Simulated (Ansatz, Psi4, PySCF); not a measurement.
thiourea (CH4N2S), singlet, at a GFN2-xTB geometry. Base run: PBE/6-31G** run with PySCF.

Geometry (Å):
```xyz
8

N      0.8406    -1.2187    -0.4352
C     -0.0734    -0.3078    -0.0267
N     -1.3138    -0.7655     0.2630
S      0.3072     1.2881     0.1118
H      0.6751    -2.2050    -0.3199
H      1.7949    -0.9067    -0.4938
H     -1.6035    -1.6879    -0.0179
H     -2.0285    -0.0732     0.4087
```
All else is at PySCF's defaults.

The same geometry, method and basis name were run in Ansatz (a quantum-chemistry and plane-wave program) and Psi4 and PySCF, at each program's defaults and at the settings that a row names. The base is PySCF at its defaults. Differences at the defaults can come from grids, fitting, cores and function types together.

```tsv
code and settings	ΔE vs base (µEh)	basis functions	E (Eh)	SCF cycles	dipole (D)
PySCF, defaults (exact integrals, its default grid, spherical functions)	0.0	80	-547.85536	10	5.38
Psi4, defaults (density fitting with its default set, its default grid, Cartesian functions)	-6287	84	-547.86164	9	5.37
Ansatz, defaults (factorised integrals, its default grid, Cartesian functions)	-6247	84	-547.86160	-	-
PySCF, density fitting with def2-universal-jkfit	-77.2	80	-547.85543	10	5.38
PySCF, fine grid	-2.6	80	-547.85536	10	5.38
Psi4, exact integrals, spherical functions, fine grid	-2.6	80	-547.85536	12	5.38
Ansatz, high accuracy, Cartesian functions as the basis file defines them	-6247	84	-547.86160	-	-
```
